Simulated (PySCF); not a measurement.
# F⁺ (fluorine, charge +1) across methods

[He] 2s2 2p4, high-spin 3P determinant. Computed with PySCF 2.14 in dyall-acv3z (15s9p4d2f, 76 functions), with no relativity, point nucleus.

| method | E (hartree) | mean ε 2s β (eV) | mean ε 2p α (eV) | mean ε 2p β (eV) | Σ⟨r²⟩ (bohr²) | ⟨S²⟩ |
| --- | --- | --- | --- | --- | --- | --- |
| TPSSh | -99.1334 | -46.024 | -31.269 | -27.948 | 7.175 | 2.003 |
| CAM-B3LYP | -99.1011 | -48.986 | -34.308 | -30.663 | 7.231 | 2.002 |
| revPBE | -99.0966 | -44.452 | -29.844 | -26.427 | 7.236 | 2.002 |
| PBE | -99.0269 | -44.475 | -29.889 | -26.453 | 7.243 | 2.002 |
| r2SCAN | -99.0888 | -44.934 | -30.857 | -27.047 | 7.157 | 2.003 |
| PBE0 | -99.0405 | -47.291 | -32.785 | -29.034 | 7.181 | 2.002 |
| r2SCANh | -99.0884 | -45.975 | -31.908 | -28.010 | 7.146 | 2.003 |
| UHF | -98.84077 | -54.259 | -40.728 | -35.655 | 7.090 | 2.005 |
| LDA | -98.4546 | -44.516 | -30.028 | -26.186 | 7.277 | 2.002 |
